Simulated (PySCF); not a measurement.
**Two-component Hartree-Fock for Dy⁵¹⁺ (dysprosium, charge +51)**

Start: [Ne] 3s2 3p3; 3p1/2 filled at m_j = -1/2, +1/2; 3p3/2 filled at m_j = +3/2. Calculated with PySCF 2.14 in an uncontracted even-tempered set (18 s from 14 bohr⁻², ratio 2.4; 14 p from 18 bohr⁻², ratio 2.4; 4 d from 62 bohr⁻², ratio 2.6; 4 f from 93 bohr⁻², ratio 2.6): generalised Hartree-Fock with the X2C-1e Hamiltonian and a Gaussian nucleus; one run each with spin-orbit coupling (SO) switched off, then screened by Boettger's factors.

```tsv
spinor shell	electrons	ε, spin-free (eV)	ε, screened SO (eV)	weight of nominal j (screened SO)	rms radius, screened SO (bohr)
1s1/2	2	-57716.6	-57698.4	1.000	0.0240
2s1/2	2	-12612.6	-12604.8	1.000	0.0956
2p1/2	2	-11601.6	-12182.9	1.000	0.0816
3s1/2	2	-4992.4	-4989.3	1.000	0.230
3p1/2	2	-4710.3	-4839.3	0.999	0.219
3p3/2	1	-4710.3	-4633.2	1.000	0.229
```

**Question.** Where does 2p3/2 lie, and what is the 2p spin-orbit splitting (screened SO)?

**Answer.** At -11348.1 eV, 834.75 eV above 2p1/2.

```csv
quantity,spin-free,screened SO
E (hartree),-9519.57285,-9534.42294
M_J,3/2,3/2
⟨J²⟩,3.750,3.750
⟨L²⟩,0.000,2.522
⟨S²⟩,3.750,1.517
```

Each row is a mean over spinors that exchange with the open shell spreads, by up to 27.132 eV (3s1/2).

Breit and QED terms are absent; they matter most for the inner s and p1/2 levels.

Densities and radii are taken from the X2C orbitals without a picture-change correction, which distorts them close to the nucleus.

Without spin-orbit coupling the j labels of p, d and f shells carry no meaning; the spin-free column gives the mean over the occupied spinors of each nl shell.
